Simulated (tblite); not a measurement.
Q: Give a GFN2-xTB geometry of `CC1=CC(OC(F)(F)F)=CC=C1`.

A: 
```
atom  x, y, z in Å
C1    -2.733   -0.144    1.332
C2    -1.539   -0.024    0.437
C3    -1.684    0.299   -0.908
C4    -0.577    0.427   -1.724
C5     0.703    0.239   -1.224
C6     0.843   -0.079    0.114
O7     2.083   -0.297    0.751
C8     3.207   -0.202    0.079
F9     3.324   -1.074   -0.941
F10    4.223   -0.446    0.902
F11    3.435    1.010   -0.462
C12   -0.261   -0.211    0.941
H13   -2.951    0.821    1.789
H14   -2.551   -0.861    2.128
H15   -3.609   -0.454    0.767
H16   -2.672    0.449   -1.317
H17   -0.701    0.675   -2.767
H18    1.551    0.343   -1.881
H19   -0.102   -0.462    1.978
```

Orientation and origin are arbitrary. Atoms count from 1 in this order. The 6-membered ring C2–C3–C4–C5–C6–C12 has internal angles of 118.3° to 121.3° (sum 720°, against 720° for a flat polygon); it is planar, 0.00 Å rms from its mean plane, widest ring torsion 0°. The C–C distances run from 1.381 Å (C3–C4, aromatic) to 1.497 Å (C1–C2, drawn single), a spread of 0.116 Å. Of the pairs four or more bonds apart, C8···H18 is among the closest relative to their van der Waals radii: 2.62 Å, 90 % of the sum of Bondi's values. O7 (aryl ether oxygen) is bent (angle 120.6°).

Bonds between heavy atoms (Å): C1–C2 1.497, C2–C3 1.391, C3–C4 1.381, C4–C5 1.387, C5–C6 1.382, C6–O7 1.411, O7–C8 1.313, C8–F9 1.347, C8–F10 1.330, C8–F11 1.347, C6–C12 1.386, C2–C12 1.387.

The geometry is computed with GFN2-xTB (gas phase).

Its GFN2-xTB frequencies are all real (lowest 25 cm⁻¹). The numbers are those of one conformer (C5–C6–O7–C8 0°). 3 starts were optimised and ended at 0.00, 0.90 and 0.91 kcal/mol (GFN2-xTB); the lowest of these is shown.
